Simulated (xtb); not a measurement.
B(Me)(OH)(SH) (CH5BOS), SMILES CB(S)O. All values are semi-empirical tight-binding results from xtb (GFN2-xTB unless named), good for trends rather than for accurate numbers. Geometry optimised at GFN2-xTB. Other conformers were not sampled.

The geometry has at least one imaginary mode, so it is a saddle point at that level.

The orbital gap is 4.97 eV, the static polarisability (D4 model) is 51.7 bohr³ and the solvation energy, GFN2-xTB/ALPB(water) comes out as -4.4 kcal/mol. The solvation energy, GFN2-xTB/ALPB(ether) comes out as -7.3 kcal/mol.
